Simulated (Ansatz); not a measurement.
FSn (SMILES [F][Sn]), doublet, at a GFN2-xTB geometry (such geometries of metal compounds can be far from the true shape) (the spin is typed, not shown lowest) (all electrons, no relativity); B97M-V/STO-3G in Ansatz (a quantum-chemistry and plane-wave program).

Here is a job for Ansatz.
Ansatz 0.2 input:
```yaml
crystal:
  periodic: [false, false, false]
  atoms:
    - {symbol: Sn, position_ang: [-0.00000000, -0.00000000, -0.31367909]}
    - {symbol: F, position_ang: [0.00000000, 0.00000000, 1.74266161]}
basis:
  gaussian:
    orbitals: STO-3G
hamiltonian:
  xc: {name: B97M-V}
magnetization: {spin_polarized: true, initial_magnetization: 1}
accuracy: high
```

What the program printed (banner, timings and long lists left out):

```
Functional definition: B97M-V
561 factors; integrals over basis functions are off by at most 4.4e-9 eV
mean field evaluation 1: about -164990.1476 eV, gradient 9.4e0 eV
mean field evaluation 2: about -164925.7546 eV, gradient 1.0e2 eV
mean field evaluation 4: about -164991.1716 eV, gradient 1.6e0 eV
mean field evaluation 8: about -164991.1614 eV, gradient 1.1e-1 eV
mean field evaluation 16: about -164991.1615 eV, gradient 2.2e-6 eV
mean field -164991.16149000 eV, -6063.3133497315 hartree, gradient 5.4e-8 eV, S^2 0.755084; 1 other end points of the search recorded, 0 dependent functions left out
reference -164991.16149229 eV, -6063.3133498159 hartree; 30, 29 occupied and 2, 3 virtual orbitals, 561 factors
Total energy: -164991.16149229 eV, -6063.3133498159 hartree
```
